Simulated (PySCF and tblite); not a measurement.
Values are calculated unless marked as measured or tabulated.
System: CH₆S₂Si, numbered as in [CH3:1][S:2][S:3][SiH3:4].

For the rotation about the S2–S3 bond (torsion C1–S2–S3–Si4 from 96° to 264°, rising): electronic barrier 4.70 kcal/mol, zero-point change -0.01 kcal/mol, thermal and entropy terms at 350 K a further 0.71 kcal/mol (symmetry numbers apart). The minimum is C1, the saddle Cs. Level: PBE0/pcSseg-1 + D3(BJ) on GFN2-xTB stationary points, with GFN2-xTB thermal terms. Rate constants are transition-state-theory values, counting equivalent paths, without tunnelling. (PySCF 2.14 with density fitting, tblite 0.8.)

**Question.** How many equivalent paths lead out of the minimum?

**Answer.** 1: the symmetry number of the minimum is 1, that of the saddle displaced along its mode 1.

**Question.** Work out the rate at 350 K.

**Answer.** ΔG‡ = 5.40 kcal/mol; k_B T/h = 7.3×10¹² s⁻¹; exp(−ΔG‡/RT) = 0.00042; times 1 gives k = 3.1×10⁹ s⁻¹. Wigner's tunnelling factor for the 38i cm⁻¹ mode would be 1.00.
